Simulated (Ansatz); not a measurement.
Mulliken charges of C2HF2Sn, SMILES `C#[C][Sn]([F])[F]` radical from ωB97M-V/def2-TZVPP in Ansatz (PBE0-D4/def2-TZVP geometry).

| atom | x (Å) | y (Å) | z (Å) | charge (e) |
| --- | --- | --- | --- | --- |
| C1 | -0.231 | 0.673 | 1.752 | -0.009 |
| C2 | 0.007 | 0.182 | 0.675 | -0.486 |
| Sn3 | 0.640 | -0.801 | -1.044 | 1.181 |
| F4 | -0.857 | -1.773 | -1.733 | -0.457 |
| F5 | 0.954 | 0.530 | -2.383 | -0.457 |
| H6 | -0.471 | 1.126 | 2.687 | 0.228 |

By hand: the dipole of these point charges (1 e Å = 4.8032 D).

Σ q r = (0.603, -0.216, 0.917) e Å, of length 1.119 e Å = 5.37 D.

How does the dipole of the full density compare? (An estimate is asked.)

Ansatz gave: (0.354, -0.086, 0.682) e Å, 3.71 D; the point charges give 1.45 times that, at 8° from its direction.

Point charges leave out the atoms' own dipoles, such as those of lone pairs, and Mulliken's split depends on the basis, so the two needn't agree.
